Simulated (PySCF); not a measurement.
A TDDFT job, as run on C4H6AlF3S.

Level of theory: PySCF, TDDFT CAM-B3LYP/def2-SVPD, vertical, gas phase, core orbitals frozen in the response.

Input of the driver that calls PySCF (job settings, then Cartesian coordinates in Å):

```
{"job": {"kind": "uv", "xc": "CAM-B3LYP", "basis": "def2-SVPD", "nstates": 8, "ntriplets": 3}, "charge": 0, "multiplicity": 1}
C     -1.9278     0.6265    -0.4461
C     -2.0184    -0.8652    -0.2125
S     -0.5987    -1.7759    -0.9720
Al     0.6755    -0.5104     0.2607
C      1.9762     0.8884    -0.4771
F      2.2190     2.1057    -0.9917
C      2.9943     0.1430    -0.0689
F      2.5961    -1.1007     0.4386
F      4.3045     0.2279    -0.0066
H     -1.0136     1.0235     0.0254
H     -2.7854     1.1354    -0.0089
H     -1.8844     0.8494    -1.5099
H     -2.0433    -1.0943     0.8548
H     -2.9084    -1.2850    -0.6784
H      0.4100    -0.3602     1.7594
```

Output:

```
coarse grid: 14576 points
cycle   1  E = -1095.2395655536  dE =  1.326e+00  |g| = 7.470e-01  |ddm| = 4.994e+00
cycle   2  E = -1095.2068036403  dE =  3.276e-02  |g| = 9.351e-01  |ddm| = 1.836e+00
cycle   3  E = -1095.3627055531  dE = -1.559e-01  |g| = 8.853e-02  |ddm| = 9.163e-01
cycle   4  E = -1095.3640515466  dE = -1.346e-03  |g| = 3.890e-02  |ddm| = 1.498e-01
cycle   5  E = -1095.3643599486  dE = -3.084e-04  |g| = 1.257e-02  |ddm| = 5.902e-02
cycle   6  E = -1095.3643893197  dE = -2.937e-05  |g| = 3.825e-03  |ddm| = 1.643e-02
cycle   7  E = -1095.3643931149  dE = -3.795e-06  |g| = 8.898e-04  |ddm| = 7.368e-03
final grid: 135512 points
cycle   8  E = -1095.5002717195  dE = -3.213e-05  |g| = 5.571e-03  |ddm| = 5.813e-02
cycle   9  E = -1095.5002693885  dE =  2.331e-06  |g| = 6.931e-03  |ddm| = 1.117e-02
cycle  10  E = -1095.5002772813  dE = -7.893e-06  |g| = 3.885e-04  |ddm| = 5.280e-03
cycle  11  E = -1095.5002773125  dE = -3.126e-08  |g| = 1.787e-04  |ddm| = 8.761e-04
cycle  12  E = -1095.5002773211  dE = -8.609e-09  |g| = 4.439e-05  |ddm| = 3.438e-04
cycle  13  E = -1095.5002773217  dE = -5.125e-10  |g| = 1.434e-05  |ddm| = 7.817e-05
converged SCF energy = -1095.5002773217

Static polarisability (au): isotropic 94.048, principal 79.442 89.920 112.783

Singlet excitations
state   eV       nm        f      main configurations
  1   5.2911    234.3   0.00107   H->L 0.80
  2   5.9769    207.4   0.02048   H->L+2 0.65, H->L 0.10
  3   6.1598    201.3   0.00452   H-1->L 0.55, H-1->L+1 0.14
  4   6.4915    191.0   0.03344   H->L+1 0.48, H->L+4 0.19, H->L+5 0.13
  5   6.6779    185.7   0.00852   H-1->L 0.27, H-2->L 0.26, H-1->L+1 0.18
  6   6.7869    182.7   0.00770   H->L+3 0.42, H-2->L 0.12
  7   6.8712    180.4   0.00634   H->L+4 0.44, H->L+1 0.30
  8   6.9750    177.8   0.03221   H-2->L 0.36, H->L+3 0.31, H-1->L+1 0.15

Triplet excitations (Tamm-Dancoff, eV): 4.5684 4.9569 5.6649
```

The SCF starts on a coarse grid; the energy jumps when the final grid takes over, and dE counts afresh there. The run used 248 basis functions and 13 SCF iterations for the ground state.

Problem. What frontier levels and dipole did the ground state of this run have?

Solution. HOMO -8.27 eV, LUMO 0.26 eV, dipole 1.58 D.

Geometry: GFN2-xTB, one conformer, isolated molecule.
